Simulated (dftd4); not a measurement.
HfI$_{4}$, singlet, geometry from GFN2-xTB (such geometries of metal compounds can be far from the true shape); D4 for pbe0 (dftd4 4.2.0).

The dftd4 input:
```
$ dftd4 mol.xyz --func pbe0 --charge 0 --json dftd4.json --noedisp --grad

# file mol.xyz
5

Hf    -0.00000000     0.00000000    -0.00000000
I      2.15787916    -0.67548443    -1.60777706
I      0.88007107     0.43252268     2.59539358
I     -1.18880847     2.31130827    -0.97069936
I     -1.84914175    -2.06834653    -0.01691715
```

Problem. Write the output that dftd4 gives for this input, abridged.

Solution. 
```
                    ____  _____ _____     ____  _  _
      -------------|  _ \|  ___|_   _|---|  _ \| || |------------
     |             | | | | |_    | | ___ | | | | || |_           |
     |             | |_| |  _|   | ||___|| |_| |__   _|          |
     |             |____/|_|     |_|     |____/   |_|            |
     |             ===================================           |
     |            E. Caldeweyher, S. Ehlert & S. Grimme          |
     |          Mulliken Center for Theoretical Chemistry        |
     |                    University of Bonn                     |
      -----------------------------------------------------------

Rational (Becke-Johnson) damping: pbe0-D4-ATM
---------------------
  s6         1.0000
  s8         1.2007
  s9         1.0000
  a1         0.4009
  a2         5.0293
 alp        16.0000
--------------------

Dispersion energy:      -1.0218245291272E-02 Eh

Gradient norm:           1.9771744427660E-03 Eh/a0
--------------------------------------------------
     #    Z           dE/dx      dE/dy      dE/dz
--------------------------------------------------
     1   72 Hf   -1.491E-13  1.642E-13 -2.255E-13
     2   53 I     7.689E-04 -2.407E-04 -5.729E-04
     3   53 I     3.136E-04  1.541E-04  9.248E-04
     4   53 I    -4.236E-04  8.236E-04 -3.459E-04
     5   53 I    -6.589E-04 -7.370E-04 -6.028E-06
--------------------------------------------------

Virial:
--------------------------------------------------
      component           x          y          z
--------------------------------------------------
          x       6.911E-03 -1.948E-12  1.196E-11
          y      -1.948E-12  6.911E-03  1.644E-11
          z       1.196E-11  1.644E-11  6.911E-03
--------------------------------------------------

[Info] Dispersion results written to 'dftd4.txt'
[Info] JSON dump of results written to 'dftd4.json'
```
